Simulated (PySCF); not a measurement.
C4H5FOSi.
SMILES with atom numbers: `[OH:1][Si@@H:2]1[CH:3]=[CH:4][CH:5]=[C:6]1[F:7]` (hydrogens: H8 on O1; H9 on Si2; H10 on C3; H11 on C4; H12 on C5)

Torsions of this conformer, `[OH:1][Si@@H:2]1[CH:3]=[CH:4][CH:5]=[C:6]1[F:7]`: H–O1–Si2–C3 46°.

The closed-shell ground state was solved at several levels (PySCF, density fitting, gas phase, non-relativistic). The structure is a single PBE0-D3(BJ)/def2-SVP conformer in the gas phase; no vibrational or solvent corrections.

| level | basis functions | HOMO (eV) | LUMO (eV) | gap (eV) | dipole (D) |
| --- | --- | --- | --- | --- | --- |
| mPW1PW91/pcSseg-1 | 151 | -6.77 | -1.90 | 4.87 | 2.28 |
| LC-wPBE/pcSseg-1 | 151 | -9.36 | 0.33 | 9.69 | 2.35 |
| PBE0/def2-SVP | 127 | -6.64 | -1.74 | 4.90 | 2.19 |
| PBE0/pcSseg-0 | 77 | -6.90 | -1.94 | 4.96 | 2.59 |
| KT2/pcSseg-1 | 151 | -5.63 | -2.74 | 2.89 | 2.03 |
| PBE0/def2-TZVP | 253 | -6.69 | -1.87 | 4.82 | 2.31 |
| PBE0/6-31G | 77 | -6.65 | -1.70 | 4.95 | 2.92 |
| PBE0/STO-3G | 44 | -3.77 | 2.07 | 5.84 | 0.82 |

(1) Estimate the row for B3LYP/6-31G*, a basis of 112 functions; the other rows only guide the guess.

(2) Over all these levels, which gives the widest orbital gap and which the narrowest?

(3) How much does the basis alone move the frontier levels among the 5 PBE0 rows?

(4) How far do the dipole and the HOMO energy spread over the levels?

## Answers

(1) HOMO -6.10 eV, LUMO -1.63 eV, gap 4.47 eV, dipole 2.23 D.

(2) LC-wPBE/pcSseg-1 (range-separated hybrid) has the widest, 9.69 eV, and KT2/pcSseg-1 (GGA) the narrowest, 2.89 eV. The two share the basis. From the narrowest to the widest the HOMO moves by -3.73 eV and the LUMO by +3.07 eV.

(3) The HOMO by 3.13 eV and the LUMO by 4.01 eV. By rising basis size (HOMO, LUMO in eV): STO-3G -3.77, 2.07; pcSseg-0 -6.90, -1.94; 6-31G -6.65, -1.70; def2-SVP -6.64, -1.74; def2-TZVP -6.69, -1.87.

(4) The dipole runs from 0.82 to 2.92 D (mean 2.19 D) and the HOMO from -9.36 to -3.77 eV.
